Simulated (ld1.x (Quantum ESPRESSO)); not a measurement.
## Which change was made? (F, TM)

```
Element                 : F (Z = 9)
Generator               : ld1.x (Quantum ESPRESSO) 7.5
Type                    : norm-conserving Troullier–Martins (Kleinman–Bylander form)
Functional              : PBEsol
Relativity              : scalar-relativistic
Frozen core             : [He]
Valence charge          : 7
Reference configuration : 2s1.75 2p5.25
Partial waves           : 2p (bound): rc 1.60 bohr; 3d channel at -0.1 Ry: rc 1.50 bohr; 2s (bound): rc 0.55 bohr
Local potential         : the s channel
Core correction         : none
```

Cutoffs, loose and tight: the cutoffs (Ry, on a coarse ladder) from which the occupation-weighted sum of valence levels, in a spherical-Bessel basis at the reference potential, stays within 10 and 1 mRy of its value at 400 Ry. They do not see the model core or the augmentation charge, which bear on the density cutoff. Test errors are all-electron minus pseudo excitation energies from the reference, over the configurations 2s2 2p5; 2s2 2p4; 2s2 2p3; 2s2 2p2; 2s2 2p4.5; 2s2 2p1; 2s1 2p5; variants that change the core or the reference have their own tests.

The base gives: outcome: generated; cutoff, loose: 230 Ry; cutoff, tight: 300 Ry; bound ghosts: none; largest test error (meV): +4120.

Task: After one change the result is: outcome: generated; cutoff, loose: 230 Ry; cutoff, tight: 300 Ry; bound ghosts: s; largest test error (meV): +4543. Which change was it?
A. wave 2s (bound): rc 0.55 bohr becomes 2s (bound): rc 0.50 bohr
B. type RRKJ; local potential all-electron potential smoothed inside 1.35 bohr (lloc = -1)
C. all radii scaled by about 0.79 (s 0.44, p 1.26, d 1.18 bohr)

Result: B. The others give: wave 2s (bound): rc 0.55 bohr becomes 2s (bound): rc 0.50 bohr → outcome: generated; cutoff, loose: 300 Ry; cutoff, tight: over 300 Ry; bound ghosts: none; largest test error (meV): +4152 | all radii scaled by about 0.79 (s 0.44, p 1.26, d 1.18 bohr) → outcome: generated; bound ghosts: none; largest test error (meV): +1840.
